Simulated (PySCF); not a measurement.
HSe, doublet, geometry from GFN2-xTB; DF-CAMB3LYP/def2-SVP in PySCF.

Input for PySCF:
```python
from pyscf import gto, scf, dft

mol = gto.M(
    atom='''
Se   -0.000000   -0.000000   -0.041301
H     0.000000    0.000000    1.404244
''',
    basis='def2-svp',
    charge=0,
    spin=1,
    verbose=4,
)

mf = dft.UKS(mol)
mf.xc = 'camb3lyp'
mf = mf.density_fit(auxbasis='def2-universal-jkfit')
mf.kernel()
```

Output, abridged:

```
PySCF version 2.14.0

[INPUT] verbose = 4
[INPUT] num. atoms = 2
[INPUT] num. electrons = 35
[INPUT] charge = 0
[INPUT] spin (= nelec alpha-beta = 2S) = 1
[INPUT] symmetry False subgroup None
[INPUT] Mole.unit = angstrom
[INPUT] Symbol           X                Y                Z      unit          X                Y                Z       unit  Magmom
[INPUT]  1 Se     0.000000000000   0.000000000000  -0.041301000000 AA    0.000000000000   0.000000000000  -0.078047578671 Bohr   0.0
[INPUT]  2 H      0.000000000000   0.000000000000   1.404244000000 AA    0.000000000000   0.000000000000   2.653636572064 Bohr   0.0

nuclear repulsion = 12.4465341246935
number of shells = 15
number of NR pGTOs = 81
number of NR cGTOs = 37
basis = def2-svp
ecp = {}

******** <class 'pyscf.df.df_jk.DFUKS'> ********
method = DFUKS
initial guess = minao
damping factor = 0
level_shift factor = 0
DIIS = <class 'pyscf.scf.diis.CDIIS'>
diis_start_cycle = 1
diis_space = 8
diis_damp = 0
SCF conv_tol = 1e-09
SCF conv_tol_grad = None
SCF max_cycles = 50
direct_scf = False
number electrons alpha = 18  beta = 17
XC library pyscf.dft.libxc version 7.1.2
    S. Lehtola, C. Steigemann, M. J. T. Oliveira, and M. A. L. Marques,  SoftwareX 7, 1–5 (2018)
XC functionals = camb3lyp
    T. Yanai, D. P. Tew, and N. C. Handy,  Chem. Phys. Lett. 393, 51 (2004)
radial grids:
    Treutler-Ahlrichs [JCP 102, 346 (1995); DOI:10.1063/1.469408] (M4) radial grids

becke partition: Becke, JCP 88, 2547 (1988); DOI:10.1063/1.454033
pruning grids: <function nwchem_prune>
grids dens level: 3
symmetrized grids: False
atomic radii adjust function: <function treutler_atomic_radii_adjust>
small_rho_cutoff = 0
Set gradient conv threshold to 3.16228e-05
tot grids = 30232
******** <class 'pyscf.df.df.DF'> ********
auxbasis = def2-universal-jkfit
Create RSH-DF object <pyscf.df.df.DF object> for omega=0.33
******** <class 'pyscf.df.df.DF'> ********
auxbasis = auxmol.basis = def2-universal-jkfit
init E= -2400.91632724443

cycle= 1 E= -2401.93582847104  delta_E= -1.02  |g|= 0.11  |ddm|= 0.997
cycle= 2 E= -2401.94097768754  delta_E= -0.00515  |g|= 0.0573  |ddm|= 0.164
cycle= 3 E= -2401.94221752851  delta_E= -0.00124  |g|= 0.00608  |ddm|= 0.0457
cycle= 4 E= -2401.9422438286  delta_E= -2.63e-05  |g|= 0.00234  |ddm|= 0.01
cycle= 5 E= -2401.94224625719  delta_E= -2.43e-06  |g|= 0.000718  |ddm|= 0.00359
cycle= 6 E= -2401.94224662099  delta_E= -3.64e-07  |g|= 0.000161  |ddm|= 0.000966
cycle= 7 E= -2401.94224667273  delta_E= -5.17e-08  |g|= 5.9e-05  |ddm|= 0.000446
cycle= 8 E= -2401.94224668107  delta_E= -8.34e-09  |g|= 1.65e-05  |ddm|= 0.000209
cycle= 9 E= -2401.94224668188  delta_E= -8.1e-10  |g|= 2.93e-06  |ddm|= 8.04e-05
Extra cycle  E= -2401.9422466819  delta_E= -2e-11  |g|= 1.44e-06  |ddm|= 7.71e-06
converged SCF energy = -2401.9422466819  <S^2> = 0.75230116  2S+1 = 2.0022998
```
